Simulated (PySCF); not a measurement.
## Pm⁵⁰⁺: ionisation energy

Pm⁵⁰⁺ [Ne] 3s1 (2S) → Pm⁵¹⁺ [Ne] (1S), as a difference of total energies. Computed with PySCF 2.14 in an even-tempered Gaussian basis (17 s from 11 bohr⁻², ratio 2.5; 12 p from 15 bohr⁻², ratio 2.5; 4 d from 54 bohr⁻², ratio 2.7; 4 f from 81 bohr⁻², ratio 2.7), with the spin-free X2C one-electron Hamiltonian (Gaussian nucleus). Correlated levels: outer shells: 1s2 frozen; virtual orbitals above 40 to 60 times the deepest correlated orbital energy dropped. The calculations carry no spin-orbit coupling.

```tsv
method	ionisation energy (eV)
UHF	4477.6
MP2 (outer shells)	4478.3
SCS-MP2 (outer shells)	4478.2
CCSD (outer shells)	4478.3
CCSD(T) (outer shells)	4478.3
```

Breit and QED terms and the two-electron picture change are absent.

For comparison: 4476 ± 4 eV (theoretical estimate listed by NIST; NIST Atomic Spectra Database, ionization energies).
